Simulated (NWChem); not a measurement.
System: C₂H₄ClFSi; SMILES F/C([SiH3])=C\Cl

Here is an NWChem input.

```
start job
memory heap 200 mb stack 900 mb global 1100 mb
geometry units angstroms noautoz
  F     -1.511396    -0.178962     0.000000
  C     -0.172566    -0.391672     0.000000
  Si     0.334799    -2.205904     0.000000
  C      0.667056     0.647978     0.000000
  Cl     0.141429     2.304021     0.000000
  H     -0.208672    -2.874158     1.209096
  H     -0.208672    -2.874158    -1.209096
  H      1.818241    -2.263910     0.000000
  H      1.741353     0.515088     0.000000
end
basis spherical
  * library def2-tzvp
end
dft
  xc b3lyp
  iterations 150
  semidirect filesize 400000000
  mulliken
end
task dft energy
```

Structure relaxed at the B3LYP/6-31G* (spherical d) level. B3LYP is NWChem's, with the RPA form of VWN correlation.

**Question.** What results follow from this input? (B3LYP/def2-TZVP.) Quantities: energy (Ha); highest occupied level (eV); orbital gap (eV); dipole (D).

**Answer.** 
```json
{
 "energy (Ha)": "-928.25",
 "highest occupied level (eV)": "-7.31",
 "orbital gap (eV)": "6.39",
 "dipole (D)": "2.06"
}
```
